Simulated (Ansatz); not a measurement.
Ansatz (a quantum-chemistry and plane-wave program) input (HF/6-31G*):

Ansatz 0.2 input:
```yaml
crystal:
  periodic: [false, false, false]
  atoms:
    - {symbol: Si, position_ang: [-0.00000000, -0.00000000, -1.12900700]}
    - {symbol: Si, position_ang: [0.00000000, 0.00000000, 0.95341700]}
    - {symbol: H, position_ang: [0.00000000, 0.00000000, 2.45825900]}
basis:
  gaussian:
    orbitals: 6-31G*
hamiltonian:
  xc: {name: HF}
total_charge: -1
relax: {f_tol: 0.003, max_steps: 120}
```

From the output:

```
mean field evaluation 8: about -15736.8085 eV, gradient 1.1e-3 eV
mean field -15736.80849513 eV, -578.3170454042 hartree, gradient 2.3e-5 eV, S^2 0.000000; 0 other end points of the search recorded, 0 dependent functions left out
the calculation of the forces begins
reference -15736.80849513 eV, -578.3170454042 hartree; 15, 15 occupied and 25, 25 virtual orbitals, 374 factors
relax step   1: F+E_penalty+E_count = -15736.80849513 eV  Δ(F+E_penalty+E_count) = +0.000e0 eV  max|allowed force component| = 5.823e-1 eV/Å  Δτ_max = 0.0000 Å  (29 SCF iters, accepted)
these checks for a lower state are left out or cut short: starts, cluster_reference, orbital_swaps, neighbouring_geometries, increment
integrals: 0.00 GiB planned
374 factors; integrals over basis functions are off by at most 6.6e-4 eV
mean field: 0.06 GiB planned
mean field evaluation 16: about -15736.8176 eV, gradient 2.3e-5 eV
mean field -15736.81762691 eV, -578.3173809908 hartree, gradient 9.3e-6 eV, S^2 0.000000; 0 other end points of the search recorded, 0 dependent functions left out
the calculation of the forces begins
reference -15736.81762691 eV, -578.3173809908 hartree; 15, 15 occupied and 25, 25 virtual orbitals, 374 factors
relax step   2: F+E_penalty+E_count = -15736.81762691 eV  Δ(F+E_penalty+E_count) = -9.132e-3 eV  max|allowed force component| = 1.783e-1 eV/Å  Δτ_max = 0.0239 Å  (30 SCF iters, accepted)
these checks for a lower state are left out or cut short: starts, cluster_reference, orbital_swaps, neighbouring_geometries, increment
integrals: 0.00 GiB planned
374 factors; integrals over basis functions are off by at most 6.6e-4 eV
mean field: 0.06 GiB planned
mean field -15736.81800459 eV, -578.3173948705 hartree, gradient 2.7e-5 eV, S^2 0.000000; 0 other end points of the search recorded, 0 dependent functions left out
the calculation of the forces begins
reference -15736.81800459 eV, -578.3173948705 hartree; 15, 15 occupied and 25, 25 virtual orbitals, 374 factors
relax step   3: F+E_penalty+E_count = -15736.81800459 eV  Δ(F+E_penalty+E_count) = -3.777e-4 eV  max|allowed force component| = 7.427e-3 eV/Å  Δτ_max = 0.0027 Å  (29 SCF iters, accepted)
these checks for a lower state are left out or cut short: starts, cluster_reference, orbital_swaps, neighbouring_geometries, increment
integrals: 0.00 GiB planned
374 factors; integrals over basis functions are off by at most 6.6e-4 eV
mean field: 0.06 GiB planned
mean field evaluation 32: about -15736.8180 eV, gradient 1.6e-5 eV
mean field -15736.81800580 eV, -578.3173949146 hartree, gradient 1.6e-5 eV, S^2 0.000000; 0 other end points of the search recorded, 0 dependent functions left out
the calculation of the forces begins
reference -15736.81800580 eV, -578.3173949146 hartree; 15, 15 occupied and 25, 25 virtual orbitals, 374 factors
relax step   4: F+E_penalty+E_count = -15736.81800580 eV  Δ(F+E_penalty+E_count) = -1.202e-6 eV  max|allowed force component| = 3.478e-3 eV/Å  Δτ_max = 0.0004 Å  (19 SCF iters, accepted)
these checks for a lower state are left out or cut short: starts, cluster_reference, orbital_swaps, neighbouring_geometries, increment
integrals: 0.00 GiB planned
374 factors; integrals over basis functions are off by at most 6.6e-4 eV
mean field: 0.06 GiB planned
mean field -15736.81800614 eV, -578.3173949273 hartree, gradient 1.6e-5 eV, S^2 0.000000; 0 other end points of the search recorded, 0 dependent functions left out
the calculation of the forces begins
reference -15736.81800614 eV, -578.3173949273 hartree; 15, 15 occupied and 25, 25 virtual orbitals, 374 factors
relax step   5: F+E_penalty+E_count = -15736.81800614 eV  Δ(F+E_penalty+E_count) = -3.449e-7 eV  max|allowed force component| = 4.087e-6 eV/Å  Δτ_max = 0.0001 Å  (18 SCF iters, accepted)
integrals: 0.00 GiB planned
374 factors; integrals over basis functions are off by at most 6.6e-4 eV
mean field: 0.06 GiB planned
mean field -15736.81800614 eV, -578.3173949273 hartree, gradient 1.6e-5 eV, S^2 0.000000; 1 other end points of the search recorded, 0 dependent functions left out
the calculation of the forces begins
reference -15736.81800614 eV, -578.3173949273 hartree; 15, 15 occupied and 25, 25 virtual orbitals, 374 factors
Total energy: -15736.81800614 eV, -578.3173949273 hartree
Atom 0 at     0.000000    -0.000000    -1.107200 Å, force    -0.000000    -0.000000     0.000004 eV/Å
Atom 1 at    -0.000000     0.000000     0.950142 Å, force     0.000000     0.000000    -0.000004 eV/Å
Atom 2 at     0.000000    -0.000000     2.439726 Å, force    -0.000000    -0.000000    -0.000000 eV/Å
Dipole moment:    -0.000000     0.000000     0.315772 e Å
```

The dipole moment of an ion depends on the origin.

The geometry given is a B3LYP-D3(BJ)/def2-TZVP minimum.
